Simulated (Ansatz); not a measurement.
A nudged elastic band was laid between two geometries of BH5N2 + H2O (11 atoms, charge 0, multiplicity 1).

The calculation used RKS r2SCAN-D4/def2-SVP (Ansatz).

| Property | Result |
| --- | --- |
| movable images | 5 |
| climbing image | yes |
| spring | 5.0 eV/Å² |
| optimiser | quadratic models (default) |
| start path | through a guess of the saddle point |
| force threshold | 0.05 eV/Å |
| iteration limit | 60 |
| end points | relaxed |

Initial state:

```xyz
11
Properties=species:S:1:pos:R:3
B 0.096 -0.287 0.125
N 0.072 -0.293 1.553
H -0.764 -0.565 2.056
H 0.912 -0.386 2.115
N 1.289 -0.221 -0.616
H 2.207 -0.118 -0.202
H 1.285 -0.098 -1.619
H -0.964 -0.331 -0.461
O -0.345 2.633 0.971
H -1.163 2.518 0.472
H -0.220 1.747 1.355
```

Final state:

```xyz
11
Properties=species:S:1:pos:R:3
B -0.065 0.607 -0.620
N -0.249 -0.024 2.336
H -0.124 -0.450 3.257
H 0.536 -0.352 1.769
N 1.243 0.094 -0.715
H 1.451 -0.801 -1.134
H 2.059 0.642 -0.468
H -1.000 -0.060 -1.005
O -0.228 1.873 -0.113
H -1.159 2.097 -0.023
H -0.059 0.972 2.463
```

Question: What changes between the two ends?

Answer: Bonds broken: B1–N2, O9–H11. Bonds formed: B1–O9, N2–H11. BH5N2 + H2O becomes BH4NO + H3N.

Question: What energy profile does the band end with?

Answer: The forces met the threshold. The highest image is number 2 of 0 to 6, 89.2 kJ/mol above the first end and 110.2 kJ/mol above the last; the last end lies 21.0 kJ/mol below the first. A vibrational analysis at the climbing image gives one clearly imaginary mode, 1033i cm⁻¹: a first-order saddle point. The orbitals stay closed-shell, which can raise the energy where a bond breaks towards radicals; this wasn't checked here.

```
image  path coordinate (Å)  energy (kJ/mol)  B1–N2 (Å)  O9–H11 (Å)  B1–O9 (Å)
    0                 0.00              0.0       1.43        0.97       3.07
    1                 1.03             29.9       1.44        0.98       2.50
    2                 2.06             89.2       1.57        1.17       1.64
    3                 3.12             -0.9       1.76        2.29       1.43
    4                 4.18             -6.1       1.81        2.53       1.43
    5                 5.25            -14.2       2.60        2.79       1.38
    6                 6.31            -21.0       3.03        2.73       1.37
```

Question: What is the geometry of the highest image?

Answer: 
```xyz
11
Properties=species:S:1:pos:R:3
B 0.045 0.291 0.182
N 0.036 0.013 1.726
H -0.698 -0.576 2.113
H 0.944 -0.240 2.115
N 1.404 0.151 -0.386
H 1.668 -0.827 -0.506
H 1.481 0.578 -1.308
H -0.975 -0.134 -0.366
O -0.201 1.891 0.450
H -1.120 2.105 0.239
H -0.180 1.349 1.489
```

Question: What are the harmonic wavenumbers there?

Answer: 1033i, 205, 335, 370, 421, 598, 649, 676, 695, 793, 814, 838, 964, 1001, 1048, 1188, 1243, 1525, 1559, 1590, 1894, 2408, 3523, 3525, 3606, 3638, 3823 cm⁻¹.

Time of the run: 4.4 min on 2 threads of Arm Neoverse V1, on a shared host, peak memory 0.14 GiB.
